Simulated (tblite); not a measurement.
Species: C3H12OSSi2.
Structure used (GFN2-xTB), in Å, numbered top down from 1:
```xyz
19
C3H12OSSi2 angstrom
C     -3.5592   -0.1238   -0.7979
Si    -1.9649   -0.5508    0.1388
C     -0.8785    1.0089    0.1938
S      0.6266    0.7694    1.2082
Si     1.8856   -0.3185   -0.1316
C      3.6895    0.0007    0.3359
O      1.5071    0.2526   -1.6119
H     -4.1919   -1.0007   -0.8874
H     -4.1323    0.6423   -0.2841
H     -3.3528    0.2374   -1.8013
H     -2.2622   -0.9710    1.5117
H     -1.2410   -1.6194   -0.5626
H     -0.5489    1.3276   -0.7914
H     -1.3954    1.8427    0.6652
H      1.5632   -1.7444   -0.0822
H      4.3590   -0.5863   -0.2855
H      3.8747   -0.2742    1.3677
H      3.9581    1.0472    0.2234
H      2.0537    0.0697   -2.3707
```

Level: GFN2-xTB in tblite, geometry and Hessian alike; calculated harmonic values, unscaled, isolated species. This tight-binding method is rough: wavenumbers can miss measured ones by several per cent, in bad cases by 10 to 20. Modes of hydrogen on silicon can be 10 to 20 % off. One conformer, not necessarily the lowest.

Harmonic wavenumbers (cm⁻¹): 25.5, 32.9, 59.1, 94.5, 122.5, 126.4, 137.8, 166.6, 185.0, 228.2, 245.5, 255.5, 437.5, 501.1, 562.4, 637.2, 652.1, 684.0, 696.8, 728.5, 740.4, 751.4, 780.4, 783.4, 786.8, 822.2, 824.2, 840.7, 851.3, 895.5, 1076.4, 1175.2, 1371.4, 1378.9, 1431.8, 1479.7, 1485.4, 1489.3, 1491.6, 2215.1, 2244.9, 2250.1, 2996.8, 3007.3, 3037.0, 3037.4, 3039.9, 3040.1, 3053.5, 3070.7, 3671.8.

A = 2990, B = 686.7, C = 623.7 MHz; mass 152.015 u (most abundant isotopes); point group C1, symmetry number 1.

Task: What is the zero-point energy?

Result: Half the sum of the wavenumbers: 30850 cm⁻¹ = 88.20 kcal/mol.

Task: Entropy at 200 K, 1 bar (ideal gas, RRHO, classical rotation)?

Result: Translation 39.01, rotation 28.72, vibration 31.67: S = 99.4 cal/(mol K).

Task: And Cp and H(200 K) − H(0)?

Result: Cp = 35.74 cal/(mol K), of which vibrations give 27.79 (their classical limit is 51 R = 101.3); H(200 K) − H(0) = 4.73 kcal/mol without the zero-point energy, 3.14 from vibrations.

Task: How do the functions run with temperature in this model?

Result: 
| T (K) | S (cal/(mol K)) | Cp (cal/(mol K)) | H − H(0) (kcal/mol) | G − H(0) (kcal/mol) | ln q(vib) |
| --- | --- | --- | --- | --- | --- |
| 100 | 78.8 | 25.0 | 1.70 | -6.18 | 3.79 |
| 300 | 116.0 | 46.6 | 8.86 | -25.93 | 11.80 |
| 500 | 143.9 | 62.9 | 19.92 | -52.02 | 18.61 |
| 800 | 176.9 | 77.6 | 41.19 | -100.35 | 27.50 |
| 1000 | 195.0 | 84.3 | 57.42 | -137.59 | 32.72 |

q(vib) and H(0) count from the zero-point level.

Task: Which modes carry the vibrational entropy at 200 K?

Result: 25.5 cm⁻¹: 5.36; 32.9 cm⁻¹: 4.86; 59.1 cm⁻¹: 3.70; 94.5 cm⁻¹: 2.79; 122.5 cm⁻¹: 2.30; 126.4 cm⁻¹: 2.24 cal/(mol K); the other 45 give 10.42 together.

Task: Blend soft modes into free rotors: weight 1/[1 + (100 cm⁻¹/ν̃)⁴] for the oscillator and the rest for a rotor with moment μB/(μ + B), μ = h/(8π²ν), B = 10⁻⁴⁴ kg m². What vibrational entropy results?

Result: 28.14 cal/(mol K) in place of 31.67, which changes −T·S at 200 K by +0.71 kcal/mol.

Task: What must be added to the electronic energy to get the Gibbs energy at 200 K and 1 bar?

Result: ZPE + [H(200 K) − H(0)] − T·S = 88.20 + 4.73 − 19.88 = 73.05 kcal/mol.

Hindered rotation and anharmonicity are outside this model. Other conformers, if any are populated, would add a mixing term that is left out. The structure is chiral; the term R ln 2 for an equal mix with its mirror image is left out.
